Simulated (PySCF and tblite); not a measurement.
The numbers below are computed, except where a source is named.
System: 3-fluoroanisole, C7H7FO, numbered as in [CH3:1][O:2][c:3]1[cH:4][cH:5][cH:6][c:7]([F:8])[cH:9]1.

Motion: rotation about the C3–O2 bond (torsion C4–C3–O2–C1 from -180° to 0°, rising). GFN2-xTB gives an electronic barrier of 5.2 kcal/mol and a reaction energy of 0.3 kcal/mol.

Problem. What does PBE0/pcSseg-1 + D3(BJ) give on GFN2-xTB geometries?

Solution. A barrier of 3.6 kcal/mol, 1.7 below the tight-binding barrier (from unrounded values), a reaction energy of 0.2 kcal/mol and, with GFN2-xTB thermal terms, ΔG‡(298 K) = 3.4 kcal/mol and k = 4.3×10¹⁰ s⁻¹ (2 equivalent paths).

Programs: tblite and PySCF.
